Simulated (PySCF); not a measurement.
F₇Re, triplet, at the geometry of the source list (the multiplicity is a formal guess) (core potentials on Re), with bond 4-1 at 1.5 times its length; PySCF with HF/def2-SVP.

Input for PySCF:
```python
from pyscf import gto, scf

mol = gto.M(
    atom='''
Re    0.000500   -0.001400    0.000300
F     0.262000    1.804300   -0.291700
F     0.057200   -0.295700   -1.744900
F    -0.089200    0.452650    2.615550
F    -1.656900    0.795800   -0.178500
F     0.862000   -1.602000    0.336900
F    -1.286700   -1.319000    0.153700
F     1.821100    0.316700   -0.019700
''',
    basis='def2-svp',
    ecp={'Re': 'def2-svp'},
    charge=0,
    spin=2,
    verbose=3,
)

mf = scf.UHF(mol)
mf.kernel()
mo_i, mo_e, stable_i, stable_e = mf.stability(internal=True, external=True, return_status=True, nroots=6, tol=1e-6)
print('internally stable:', stable_i, ' externally stable:', stable_e)
if not stable_i:
    umf = mf.copy()
    umf.scf_summary = {}
    umf.kernel(umf.make_rdm1(mo_i, mf.mo_occ))
mf.analyze()
```

What the program printed (banner, timings and long lists left out):

```
SCF not converged.
SCF energy = -772.655934328749 after 50 cycles  <S^2> = 2.0978513  2S+1 = 3.06454
<class 'pyscf.scf.uhf.UHF'> wavefunction has an internal instability
<class 'pyscf.scf.uhf.UHF'> wavefunction has an real -> complex instability
<class 'pyscf.scf.uhf.UHF'> wavefunction has an UHF/UKS -> GHF/GKS instability
internally stable: False  externally stable: False
converged SCF energy = -772.724629638652  <S^2> = 2.0886156  2S+1 = 3.0585066
**** MO energy ****
                             alpha | beta                alpha | beta
MO #1   energy= -26.4715590990193  | -26.4445885508816  occ= 1 | 1
MO #2   energy= -26.4685056805632  | -26.4423834304213  occ= 1 | 1
MO #3   energy= -26.4511357886207  | -26.4400005281898  occ= 1 | 1
MO #4   energy= -26.4438590613948  | -26.4331338213719  occ= 1 | 1
MO #5   energy= -26.4409722940928  | -26.4289242226292  occ= 1 | 1
MO #6   energy= -26.4012672600709  | -26.4020077993198  occ= 1 | 1
MO #7   energy= -26.1844620437687  | -26.1754955428901  occ= 1 | 1
MO #8   energy= -4.13736748752841  | -4.0947253137151   occ= 1 | 1
MO #9   energy= -2.53788933601295  | -2.49757409560353  occ= 1 | 1
MO #10  energy= -2.52946275901423  | -2.45759571982492  occ= 1 | 1
MO #11  energy= -2.50622383335952  | -2.4425664910459   occ= 1 | 1
MO #12  energy= -1.75576058634363  | -1.70166713833516  occ= 1 | 1
MO #13  energy= -1.71359181714822  | -1.68627069540546  occ= 1 | 1
MO #14  energy= -1.69923206314349  | -1.64088890969003  occ= 1 | 1
MO #15  energy= -1.68956934564958  | -1.64044711780543  occ= 1 | 1
MO #16  energy= -1.68703704745422  | -1.63384564056088  occ= 1 | 1
MO #17  energy= -1.6422115607504   | -1.62802208229955  occ= 1 | 1
MO #18  energy= -1.39667155631858  | -1.36891782246889  occ= 1 | 1
MO #19  energy= -0.953723427021495 | -0.900728331884193 occ= 1 | 1
MO #20  energy= -0.935210554764808 | -0.899667140321025 occ= 1 | 1
MO #21  energy= -0.932696597810364 | -0.86569442240605  occ= 1 | 1
MO #22  energy= -0.913049077679426 | -0.859675793758142 occ= 1 | 1
MO #23  energy= -0.870273325542025 | -0.856055469984001 occ= 1 | 1
MO #24  energy= -0.860251181966612 | -0.844422084507912 occ= 1 | 1
MO #25  energy= -0.842463572905822 | -0.793657543645777 occ= 1 | 1
MO #26  energy= -0.835199039313031 | -0.784958643674516 occ= 1 | 1
MO #27  energy= -0.831783935855567 | -0.777489929649814 occ= 1 | 1
MO #28  energy= -0.815353116965817 | -0.754837812674222 occ= 1 | 1
MO #29  energy= -0.808878526446485 | -0.753880379992116 occ= 1 | 1
MO #30  energy= -0.797803188915698 | -0.747773160622983 occ= 1 | 1
MO #31  energy= -0.782507893048447 | -0.74097064969853  occ= 1 | 1
MO #32  energy= -0.772685815773113 | -0.73659916607752  occ= 1 | 1
MO #33  energy= -0.764372034060354 | -0.718581083599538 occ= 1 | 1
MO #34  energy= -0.742662477708968 | -0.625011026504041 occ= 1 | 1
MO #35  energy= -0.732369989664516 | -0.547110198270431 occ= 1 | 1
MO #36  energy= -0.723940483223782 | -0.516754543862795 occ= 1 | 1
MO #37  energy= -0.622459043134683 | -0.51605409629935  occ= 1 | 1
MO #38  energy= -0.529770191619915 | -0.460781766866276 occ= 1 | 1
MO #39  energy= -0.528019724556705 | -0.331931470885756 occ= 1 | 0
MO #40  energy= -0.525500975199375 | -0.153514327500446 occ= 1 | 0
MO #41  energy= -0.175524777349562 | -0.113871796957753 occ= 0 | 0
MO #42  energy= -0.0505884886991058 | -0.0287501892361166 occ= 0 | 0
MO #43  energy= -0.0413570712418957 | -0.0147599802261704 occ= 0 | 0
MO #44  energy= -0.0244490603726982 | -0.00752777428230995 occ= 0 | 0
MO #45  energy= 0.119816058713152  | 0.120483608453863  occ= 0 | 0
MO #46  energy= 0.164553031578227  | 0.168960880000529  occ= 0 | 0
MO #47  energy= 0.168231423665668  | 0.172524308820202  occ= 0 | 0
MO #48  energy= 0.177030881748581  | 0.180755935256069  occ= 0 | 0

Dipole moment(X, Y, Z, Debye):  0.13871, -0.76813, -5.06713
```

The run did not converge; its last values are not results.
